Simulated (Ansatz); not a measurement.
`BC(C)O[SiH3]`, 14 atoms. The species carries charge 0 and has multiplicity 1. All runs use 4 threads of a server CPU on a shared host. Correlated methods freeze the cores.

(1) Give the basis size and wall time and peak host memory of each of these runs in Ansatz. RKS B97M-V/def2-TZVPP energy; RHF-CCSD(T)/def2-TZVPP energy; RHF-CCSD(T)/def2-SVP energy; RKS ωB97M-V/def2-QZVPP energy; RKS PBE0-D4/def2-TZVPP energy; RKS PBE0-D4/def2-QZVPP energy; RKS BHLYP-D4/def2-TZVPP energy; direct RPA on PBE orbitals/def2-TZVPP energy; RKS PBE0-D4/def2-TZVP frequencies; RKS PBE0-D4/def2-TZVP relaxation (24 steps); RKS ωB97M-V/def2-SVP energy; RHF-MP2/def2-QZVPP energy. (Estimate.)

Answers

(1) Computed: Other jobs shared the machine, so times are rough.

```
                                level                    job  functions  wall time  peak host memory (GiB)
               RKS PBE0-D4/def2-TZVPP                 energy        292      3.7 s                    0.76
              RKS BHLYP-D4/def2-TZVPP                 energy        292      4.2 s                    0.78
                 RKS ωB97M-V/def2-SVP                 energy        119      5.5 s                    0.37
direct RPA on PBE orbitals/def2-TZVPP                 energy        292      7.5 s                    0.83
                 RHF-CCSD(T)/def2-SVP                 energy        119        8 s                    0.67
                RKS B97M-V/def2-TZVPP                 energy        292       11 s                     0.5
               RKS PBE0-D4/def2-QZVPP                 energy        568       11 s                     2.2
               RKS ωB97M-V/def2-QZVPP                 energy        568       26 s                     2.6
                   RHF-MP2/def2-QZVPP                 energy        568       39 s                     4.6
                RKS PBE0-D4/def2-TZVP  relaxation (24 steps)        215       96 s                     0.6
                RKS PBE0-D4/def2-TZVP            frequencies        215      4 min                    0.59
               RHF-CCSD(T)/def2-TZVPP                 energy        292    4.7 min                     9.1
```
